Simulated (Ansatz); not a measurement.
Species: C$_{3}$H$_{8}$GeI, charge 0, multiplicity 2. It need not be the lowest isomer of its formula. 
Coordinates optimised at B3LYP-D3(BJ)/def2-TZVP (Ansatz, a program for electronic structure):
```xyz
13

C     -0.0155     1.8304     1.6532
Ge    -0.2681     0.0208     1.0703
C     -2.1430    -0.5347     1.1574
C      0.9622    -1.2229     1.9485
I      0.3680     0.0078    -1.4375
H      0.9518     2.1935     1.9788
H     -0.7893     2.5793     1.5352
H     -2.4664    -0.5722     2.1987
H     -2.7658     0.1744     0.6144
H     -2.2583    -1.5205     0.7098
H      1.9879    -0.8792     1.8255
H      0.8663    -2.2130     1.5059
H      0.7282    -1.2802     3.0126
```
Charge 0, spin multiplicity 2.

Total electronic energies in hartree. Cores are frozen in the correlated levels unless marked. UHF or UKS for open shells. No spin-orbit coupling. The frozen core is the preceding noble-gas configuration, with the filled d and f shells of earlier blocks. Past Kr the def2 sets carry scalar-relativistic core potentials. CBS marks a two-point X^-3 extrapolation of the correlation energy; Hartree-Fock from the larger set.

```csv
level,program,energy (Eh)
RI-HF/def2-TZVPP,Ansatz,-2490.36231
BLYP-D3(BJ)/def2-TZVPD,Ansatz + dftd3,…
B3LYP-D3(BJ)/def2-TZVPD,Ansatz + dftd3,…
r2SCANh-D4/def2-TZVPD,Ansatz + dftd4,…
LC-wPBE-D3(BJ)/def2-TZVPD,Ansatz + dftd3,-2493.59945
LC-wPBE/def2-TZVPD,Ansatz,-2493.58633
RI-MP2/def2-QZVPP,Ansatz,-2491.22077
SCS-MP2/def2-SVP,Ansatz,-2490.54924
"CCSD(T)/CBS(def2-TZVPP,def2-QZVPP)",Ansatz,-2491.3541
```

Complete the blanks.


- BLYP-D3(BJ)/def2-TZVPD, energy (Eh): -2493.84210
- B3LYP-D3(BJ)/def2-TZVPD, energy (Eh): -2494.06562
- r2SCANh-D4/def2-TZVPD, energy (Eh): -2493.91389
